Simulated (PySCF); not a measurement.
**Assigning NMR signals**

Geometry (Å), atoms numbered from 1 in this order:
```xyz
20

C     3.1089    0.1006    0.5591
P     2.4039   -0.1731   -0.9223
C     0.9033    0.9105   -0.8440
Si   -0.6306   -0.0127   -0.1413
C    -2.1393    1.1463   -0.2796
C    -0.3218   -0.4677    1.6843
C    -0.8980   -1.5933   -1.1715
H     4.0246   -0.4054    0.8136
H     2.7132    0.7771    1.2988
H     1.1273    1.7931   -0.2468
H     0.6835    1.2412   -1.8600
H    -3.0324    0.6616    0.1004
H    -2.3320    1.4272   -1.3102
H    -1.9954    2.0595    0.2892
H     0.5861   -1.0543    1.7898
H    -1.1418   -1.0551    2.0853
H    -0.2174    0.4163    2.3065
H    -0.0194   -2.2318   -1.1335
H    -1.7421   -2.1697   -0.8058
H    -1.0857   -1.3596   -2.2150
```

No relativistic terms, one computed conformer, averaged over atoms made equivalent by symmetry, fast rotation or ring inversion, isolated molecule. Geometry from GFN2-xTB; shieldings: GIAO PBE0/pcSseg-1; PySCF 2.14.

Scale: 13C (σref 186.93), 1H (σref 31.72) vs TMS (reference shieldings calculated alike).

Q: Assign these signals to the numbered atoms. 13C{1H} NMR (computed): δ 181.1, 31.7, -1.1.

A: 
| δ (ppm) | atoms | environment | reason |
| --- | --- | --- | --- |
| 181.1 | C1 | carbon double-bonded to a heavier main-group atom | – |
| 31.7 | C3 | sp3 CH2 bonded to P and Si | – |
| -1.1 | C5/C6/C7 | methyl carbon bonded to Si | an electropositive neighbour leaves it electron-rich and shielded |

Q: Assign these signals to the numbered atoms. 1H NMR (500 MHz, computed): δ 8.09 (m, 1H), 8.02 (m, 1H), 1.70 (m, 2H), 0.08 (s, 9H).

A: 
| δ (ppm) | atoms | environment | reason |
| --- | --- | --- | --- |
| 8.09 | H8 | hydrogen on a carbon double-bonded to a heavier main-group atom | – |
| 8.02 | H9 | hydrogen on a carbon double-bonded to a heavier main-group atom | – |
| 1.70 | H10/H11 | hydrogen on an sp3 CH2 bonded to P and Si | – |
| 0.08 | H12/H13/H14/H15/H16/H17/H18/H19/H20 | hydrogen on a methyl carbon bonded to Si | an electropositive neighbour shields it, as in TMS itself |

H8 and H9 lie closer than the usual error of such a calculation, so a measured spectrum could show them in the other order.

Splittings by 31P in the carbon and heteronuclear signals aren't shown, as no couplings were computed. Shifts are as computed. Against solution values, carbons near 30 ppm lie about +3 ppm off and those near 130 ppm about +5 ppm. Of 1211 compounds with measured shifts, 218 miss one by over three times the rms of a fit or turn the order of signals round; such compounds aren't used in these exercises. No couplings were computed; multiplicities are counted from neighbouring protons, with m where these are inequivalent, close in shift, in a saturated or five-membered ring or joined by F or P, and br s for small geminal =CH2 splittings.
